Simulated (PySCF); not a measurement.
# `c1cn(C)c(B(F)F)c1`, C5H6BF2N

Molfile (atoms numbered from 1):
```
C5H6BF2N
     RDKit          3D

 15 15  0  0  0  0  0  0  0  0999 V2000
    1.7376   -0.6934    0.3535 C   0  0  0  0  0  0  0  0  0  0  0  0
    0.3284   -0.4312    0.1809 N   0  0  0  0  0  0  0  0  0  0  0  0
   -0.6365   -1.3817    0.1615 C   0  0  0  0  0  0  0  0  0  0  0  0
   -1.8705   -0.7746   -0.0209 C   0  0  0  0  0  0  0  0  0  0  0  0
   -1.6247    0.6062   -0.1145 C   0  0  0  0  0  0  0  0  0  0  0  0
   -0.2491    0.8156    0.0120 C   0  0  0  0  0  0  0  0  0  0  0  0
    0.4928    2.1460   -0.0305 B   0  0  0  0  0  0  0  0  0  0  0  0
   -0.1626    3.2847   -0.2031 F   0  0  0  0  0  0  0  0  0  0  0  0
    1.8139    2.2391    0.0984 F   0  0  0  0  0  0  0  0  0  0  0  0
    1.8878   -1.7750    0.4581 H   0  0  0  0  0  0  0  0  0  0  0  0
    2.1244   -0.1930    1.2525 H   0  0  0  0  0  0  0  0  0  0  0  0
    2.3134   -0.3375   -0.5125 H   0  0  0  0  0  0  0  0  0  0  0  0
   -0.3824   -2.4342    0.2794 H   0  0  0  0  0  0  0  0  0  0  0  0
   -2.8301   -1.2842   -0.0778 H   0  0  0  0  0  0  0  0  0  0  0  0
   -2.3597    1.3962   -0.2601 H   0  0  0  0  0  0  0  0  0  0  0  0
  1  2  1  0
  2  3  1  0
  3  4  2  0
  4  5  1  0
  5  6  2  0
  6  7  1  0
  7  8  1  0
  7  9  1  0
  6  2  1  0
  1 10  1  0
  1 11  1  0
  1 12  1  0
  3 13  1  0
  4 14  1  0
  5 15  1  0
M  END
```

Method: PySCF, TDDFT CAM-B3LYP/aug-cc-pVDZ excited states, vertical, gas phase. Geometry: PBE0-D3(BJ)/def2-SVP.

Singlets 5 and 6 lie within 0.01 eV of each other, so their separate moments and overlaps can depend on how they mix.

Q: How strongly do the lowest singlets absorb one photon, and two photons of half the energy?

A: δ for parallel linear polarisation; σ at the peak of a Lorentzian of half width 0.1 eV, single beam; Ω is circular over linear.
| state | E (eV) | f | photon λ (nm) | δ (au) | σ (GM) | Ω | main |
| --- | --- | --- | --- | --- | --- | --- | --- |
| S1 | 5.29 | 0.265 | 469 | 121 | 1.23 | 1.10 | HOMO→LUMO 0.90 |
| S2 | 5.68 | 0.098 | 437 | 42.6 | 0.50 | 1.48 | HOMO−1→LUMO 0.86 |
| S3 | 5.80 | 0.001 | 427 | 203 | 2.50 | 1.50 | HOMO→LUMO+1 0.81 |
| S4 | 6.32 | 0.047 | 393 | 2.34 | 0.03 | 1.50 | HOMO−1→LUMO+1 0.50, HOMO→LUMO+3 0.18 |
| S5 | 6.45 | 0.000 | 385 | 15.8 | 0.24 | 1.50 | HOMO→LUMO+2 0.63, HOMO−1→LUMO+1 0.22 |
| S6 | 6.45 | 0.002 | 384 | 3.98 | 0.06 | 1.50 | HOMO→LUMO+3 0.62, HOMO→LUMO+2 0.11 |

Among these, the strongest one-photon state is S1, the strongest two-photon state S3, with a dipole change of 5.1 D (relaxed, norm of the difference vector).
